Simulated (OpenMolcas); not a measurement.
**Co+: input and output**

Input:

```
&GATEWAY
Coord
1

Co 0.0 0.0 0.0
Basis=ANO-RCC-VDZP
Group=XYZ
NoMove
AngMom=0.0 0.0 0.0
AMFI
&SEWARD
* reference wave functions (RASSCF and RASSI steps not shown): 8 electrons in 5 orbitals (3d)
>>> COPY JOB001 $Project.JobIph
&CASPT2
Multistate=10 1 2 3 4 5 6 7 8 9 10
Frozen=2 3
IPEA=0.25
Sig2=0.3
MaxIter=60
WThr=0.0 0.3 0.05
PrWF=0.5
NoMix
>>> COPY JOB002 $Project.JobIph
&CASPT2
Multistate=15 1 2 3 4 5 6 7 8 9 10 11 12 13 14 15
Frozen=2 3
IPEA=0.25
Sig2=0.3
MaxIter=60
WThr=0.0 0.3 0.05
PrWF=0.5
NoMix
```

Launched by
```bash
OMP_NUM_THREADS=1 MOLCAS_MEM=1689 MOLCAS_PROJECT=a pymolcas a.inp > a.log  # once for each step of the input, in one work folder
```

Output, cut to the results:

```
--- CASPT2 ---
Orbital specifications:
      -----------------------

      Symmetry species                           1   2
                                                ag  au
      Frozen orbitals                            2   3
      Inactive orbitals                          1   3
      Active orbitals                            5   0
      Secondary orbitals                         7  13
      Deleted orbitals                           0   0
      Number of basis functions                 15  19
Type of calculation                        MS-CASPT2
      Fock operator                              state-specific
      IPEA shift                                 0.25
      Real shift                                 0.00
      Imaginary shift                            0.00
      Sigma^2 regularizer                        0.30
      The input orbitals will be transformed to quasi-canonical
Reference energy:       -1391.5506930348
      E2 (Non-variational):      -0.4913588322
      Shift correction:          -0.0000001066
      E2 (Variational):          -0.4913589388
      Total energy:           -1392.0420519735
      Residual norm:              0.0000002577
      Reference weight:           0.91706
      Contributions to the CASPT2 correlation energy
      Active & Virtual Only:         -0.2501220377
      One Inactive Excited:          -0.1829439216
      Two Inactive Excited:          -0.0582928728
Reference energy:       -1391.5506930348
      E2 (Non-variational):      -0.4931356810
      Shift correction:          -0.0000008112
      E2 (Variational):          -0.4931364922
      Total energy:           -1392.0438295270
      Residual norm:              0.0000002658
      Reference weight:           0.91623
      Contributions to the CASPT2 correlation energy
      Active & Virtual Only:         -0.2513791931
      One Inactive Excited:          -0.1833798974
      Two Inactive Excited:          -0.0583765905
::    CASPT2 Root  1     Total energy:  -1392.04205197
::    CASPT2 Root  2     Total energy:  -1392.04382953
::    CASPT2 Root  3     Total energy:  -1392.04139384
::    CASPT2 Root  4     Total energy:  -1392.04363365
::    CASPT2 Root  5     Total energy:  -1392.04296886
::    CASPT2 Root  6     Total energy:  -1392.04511171
::    CASPT2 Root  7     Total energy:  -1392.04174886
::    CASPT2 Root  8     Total energy:  -1391.97789540
::    CASPT2 Root  9     Total energy:  -1391.97789540
::    CASPT2 Root 10     Total energy:  -1391.97789539
::    MS-CASPT2 Root  1     Total energy:  -1392.04528955
::    MS-CASPT2 Root  2     Total energy:  -1392.04390313
::    MS-CASPT2 Root  3     Total energy:  -1392.04352309
::    MS-CASPT2 Root  4     Total energy:  -1392.04301906
::    MS-CASPT2 Root  5     Total energy:  -1392.04199391
::    MS-CASPT2 Root  6     Total energy:  -1392.04180544
::    MS-CASPT2 Root  7     Total energy:  -1392.04123326
::    MS-CASPT2 Root  8     Total energy:  -1391.97789436
::    MS-CASPT2 Root  9     Total energy:  -1391.97788723
::    MS-CASPT2 Root 10     Total energy:  -1391.97787557
--- CASPT2 ---
Orbital specifications:
      -----------------------

      Symmetry species                           1   2
                                                ag  au
      Frozen orbitals                            2   3
      Inactive orbitals                          1   3
      Active orbitals                            5   0
      Secondary orbitals                         7  13
      Deleted orbitals                           0   0
      Number of basis functions                 15  19
Type of calculation                        MS-CASPT2
      Fock operator                              state-specific
      IPEA shift                                 0.25
      Real shift                                 0.00
      Imaginary shift                            0.00
      Sigma^2 regularizer                        0.30
      The input orbitals will be transformed to quasi-canonical
Reference energy:       -1391.4877781287
      E2 (Non-variational):      -0.5070985391
      Shift correction:          -0.0000283979
      E2 (Variational):          -0.5071269369
      Total energy:           -1391.9949050656
      Residual norm:              0.0000002124
      Reference weight:           0.91302
      Contributions to the CASPT2 correlation energy
      Active & Virtual Only:         -0.2578357531
      One Inactive Excited:          -0.1842618014
      Two Inactive Excited:          -0.0650009845
Reference energy:       -1391.4877781287
      E2 (Non-variational):      -0.5071459429
      Shift correction:          -0.0000254933
      E2 (Variational):          -0.5071714363
      Total energy:           -1391.9949495650
      Residual norm:              0.0000002371
      Reference weight:           0.91298
      Contributions to the CASPT2 correlation energy
      Active & Virtual Only:         -0.2578806077
      One Inactive Excited:          -0.1842645572
      Two Inactive Excited:          -0.0650007781
::    CASPT2 Root  1     Total energy:  -1391.99490507
::    CASPT2 Root  2     Total energy:  -1391.99494956
::    CASPT2 Root  3     Total energy:  -1391.99490652
::    CASPT2 Root  4     Total energy:  -1391.99495124
::    CASPT2 Root  5     Total energy:  -1391.99491944
::    CASPT2 Root  6     Total energy:  -1391.95337378
::    CASPT2 Root  7     Total energy:  -1391.95517155
::    CASPT2 Root  8     Total energy:  -1391.95600352
::    CASPT2 Root  9     Total energy:  -1391.95254477
::    CASPT2 Root 10     Total energy:  -1391.95394835
::    CASPT2 Root 11     Total energy:  -1391.95558711
::    CASPT2 Root 12     Total energy:  -1391.95319636
::    CASPT2 Root 13     Total energy:  -1391.95201102
::    CASPT2 Root 14     Total energy:  -1391.95492317
::    CASPT2 Root 15     Total energy:  -1391.84264269
::    MS-CASPT2 Root  1     Total energy:  -1391.99507328
::    MS-CASPT2 Root  2     Total energy:  -1391.99505055
...
```

Levels above the lowest, from the spin-orbit matrix with the single-state CASPT2 energies, averaged by term, on its diagonal:

```csv
Configuration,Term,J,E (cm-1),Measured (cm-1),Term weight %,Second
3d8,3F,4,0.0,0.0,100,
3d8,3F,3,967,950,100,
3d8,3F,2,1627,1597,99,
3d8,1D,2,11190,,96,4 3P
3d8,3P,2,14900,,96,4 1D
3d8,3P,1,15250,,100,
3d8,3P,0,15440,,100,
3d8,1G,4,20250,,100,
3d8,1S,0,44740,,100,
```

Against the 2 measured excited levels shown (NIST Handbook of Basic Atomic Spectroscopic Data) the mean absolute deviation is 23 cm-1; the largest miss in energy is 3d8 3F2: computed 1627, measured 1597 cm-1 (+1.8 %).

CASPT2 breaks the degeneracy within a term, and the mean is taken; among the terms shown or strongly mixed into the levels shown the widest spread is 880 cm-1 (3d8 1G). Computed and measured levels are paired by configuration, term and J; levels that our copy of the source lacks, or whose pairing is in doubt (as where it misses far off the trend of its configuration), stay unpaired and out of the deviations. Levels of configurations outside the active space are missing.

The term weight is that of the spin-free term in the level, not the purity of its configuration.
